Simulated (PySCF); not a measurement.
Computed structure and properties of [Hg(H2O)2]2+

System: [Hg(H2O)2]2+ (singlet); start: template (D2d). Method: PySCF 2.14.0, RKS B3LYP, Hg def2-SVP with ECP60, O def2-SVP, H def2-SVP; non-relativistic Hamiltonian with scalar-relativistic core potentials where named; density fitting; no spin-orbit coupling.

Input of the relaxation:

```python
mol = gto.M(atom='''
Hg    -0.00000    -0.00000     0.00000
O     -0.00000     0.00000     2.06000
H      0.54450     0.54450     2.65000
H     -0.54450    -0.54450     2.65000
O      0.00000    -0.00000    -2.06000
H      0.54450    -0.54450    -2.65000
H     -0.54450     0.54450    -2.65000''',
    basis={'Hg': 'def2-SVP', 'O': 'def2-SVP', 'H': 'def2-SVP'},
    ecp={'Hg': 'def2-SVP'},
    charge=2, spin=0)
mf = dft.RKS(mol, xc='B3LYP')
mf.grids.atom_grid = (50, 194)
mf = mf.density_fit()  # fitting sets: Hg def2-universal-JKFIT, O def2-universal-JKFIT, H def2-universal-JKFIT
mf.conv_tol = 1e-08; mf.max_cycle = 55
mf.kernel(dm0)  # dm0: converged density of the start geometry
# quasi-Newton relaxation in Cartesian coordinates to a largest gradient under 0.00045 Eh/bohr, steps kept in the point group
```

Run from Python with OMP_NUM_THREADS=2; the lines above give its settings. Where DIIS fails, smearing, a level shift and second-order steps follow.
It took 12 s on 2 threads of Arm Neoverse V1 (shared host), from the converged density of the start.

Course of the relaxation:

```json
{"step": "0", "energy above end (eV)": "0.0659", "largest force component within the symmetry (eV/Å)": "0.629"}
{"step": "1", "energy above end (eV)": "0.0030", "largest force component within the symmetry (eV/Å)": "0.294"}
{"step": "2", "energy above end (eV)": "0.0002", "largest force component within the symmetry (eV/Å)": "0.066"}
{"step": "3", "energy above end (eV)": "0.0000", "largest force component within the symmetry (eV/Å)": "0.006"}
{"step": "4", "energy above end (eV)": "0.0000", "largest force component within the symmetry (eV/Å)": "0.003"}
```

Relaxed geometry (D2d):

```xyz
7

Hg    0.0000    0.0000    0.0000
O     0.0000    0.0000    2.0618
H     0.5726    0.5726    2.6205
H    -0.5726   -0.5726    2.6205
O     0.0000    0.0000   -2.0618
H     0.5726   -0.5726   -2.6205
H    -0.5726    0.5726   -2.6205
```

| contact | Å |
| --- | --- |
| Hg1–O2 (H2O) | 2.062 |
| Hg1–O5 (H2O) | 2.062 |

On the finer grid (75, 302):

- HOMO: -21.48 eV
- LUMO: -14.78 eV
- Dipole about the centre of mass: 0.00 D
- Set of Mulliken populations of Hg1 outside the core potential: s 2.70, p 6.18, d 9.91, f 0.01
- D3(BJ) dispersion energy (not in the energies): -0.171 eV

| atom | Mulliken (e) | Löwdin (e) | spin (e) |
| --- | --- | --- | --- |
| Hg1 | 1.21 | 1.01 | 0.00 |
| O2 | -0.25 | 0.10 | 0.00 |
| H3 | 0.32 | 0.20 | 0.00 |
| H4 | 0.32 | 0.20 | 0.00 |
| O5 | -0.25 | 0.10 | 0.00 |
| H6 | 0.32 | 0.20 | 0.00 |
| H7 | 0.32 | 0.20 | 0.00 |

On the grid (50, 194), as all that follows. Harmonic modes: a minimum; lowest 97 cm⁻¹ (negative: unstable), highest 3676 cm⁻¹, zero-point energy 1.293 eV.

Taking off one H2O (charge 0, singlet; the rest: singlet) in vacuum, both parts rigid, costs 4.08 eV; the small basis without counterpoise inflates it. Parting with an electron moved from the ligand to the metal can be far cheaper, even downhill.

Rigid scan of H2O along the line from its metal:

distance to O2 (Å), energy (eV) and a bar:
```
     1.76      1.101 ##############################
     1.86      0.404 ###########
     1.96      0.084 ##
     2.06      0.000 
     2.16      0.060 ##
     2.26      0.205 ######
     2.46      0.611 #################
```

One start shape was tried, so this needn't be the lowest isomer.
